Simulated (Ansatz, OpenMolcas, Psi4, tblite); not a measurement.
SiHCl2OF (SMILES O[Si](F)(Cl)Cl): the HOMO–LUMO gap, rung by rung

SiHCl2OF has 6 atoms, charge 0, and is taken as a singlet. SMILES: `O[Si](F)(Cl)Cl`. The coordinates come from a PBE0-D4/def2-TZVP relaxation. This is one conformer, not always the lowest.

Each level gives the HOMO–LUMO gap (eV). The values are calculated.

```tsv
level	kind	program	value (eV)	CPU time
IPEA1-xTB	semi-empirical	tblite	6.85	under 2 s
HF/def2-SVP	Hartree–Fock	Ansatz	17.06	1.1 s
SVWN5/def2-SVP	LDA	Ansatz	7.45	1.7 s
PBE/def2-SVP	GGA	Ansatz	7.54	2.5 s
M06-L/def2-SVP	meta-GGA	OpenMolcas	8.46	18 s
r2SCAN/def2-SVP	meta-GGA	OpenMolcas	8.54	18 s
B3LYP-D3(BJ)/def2-SVP (density fitting)	global hybrid	Psi4	9.40	6.8 s
CAM-B3LYP/def2-SVP	range-separated hybrid	Ansatz	12.40	3.7 s
B2PLYP/def2-SVP	double hybrid	OpenMolcas	12.59	11 s
```

The values span 6.85 to 17.06 eV. Orbital gaps aren't excitation energies, and those of double hybrids come from the SCF part alone; they tend to grow with the share of exact exchange. Times are those of the runs behind each value, whatever else they computed, on shared processors of several kinds: orders of magnitude only.
